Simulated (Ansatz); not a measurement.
The cluster Si₅O₄, relaxed as a singlet with RKS PBE-D4/def2-SVP in Ansatz, starting from the GFN1-xTB geometry. Force threshold 0.02 eV/Å.

The restricted singlet is unstable towards broken spin symmetry at other levels; at PBE-D4/def2-SVP this wasn't settled. Another isomer (singlet) lies 0.84 eV lower at PBE0-D4/def2-TZVP; other spin states weren't run for this one.

Start:

```xyz
9

Si   -0.9001   -2.4598    0.5834
Si    2.2572   -1.3720    0.4684
Si    2.5825    0.7698   -0.0909
Si   -2.5697    0.3363   -0.1532
Si   -0.1592    2.5785   -0.7114
O    -1.4175    1.5153   -0.4487
O     0.7263   -2.0160    0.5557
O     1.2827    1.7537   -0.4215
O    -1.8023   -1.1058    0.2181
```

(1) Estimate the energy that the relaxation releases and the steps that it takes.

(2) Does the start keep its bonding?

(3) Predict the relaxed structure.

Results:

(1) 96.4 kJ/mol, in 18 steps; 34 s on 4 threads of Arm Neoverse V1 on a shared host. The force fell under the threshold at step 16, but the optimiser went on. No frequencies were taken in this run, so the end may be a saddle point.

(2) By distances, no bond broke or formed. The bond that changes most is Si2–Si3, from 2.24 to 2.72 Å (atoms count from 1).

(3) 
```xyz
9

Si   -0.6889   -1.5363   -0.7415
Si    2.1538   -1.4469    1.0691
Si    2.5457    1.1536    0.3590
Si   -2.3499    0.5698    0.8400
Si   -0.3007    1.0821   -1.4443
O    -1.4327    1.5300   -0.2252
O     0.7388   -1.5509    0.2337
O     1.1588    1.1972   -0.5273
O    -1.8250   -0.9988    0.4366
```
Bond lengths: 8 × O–Si 1.65 to 1.73 Å.
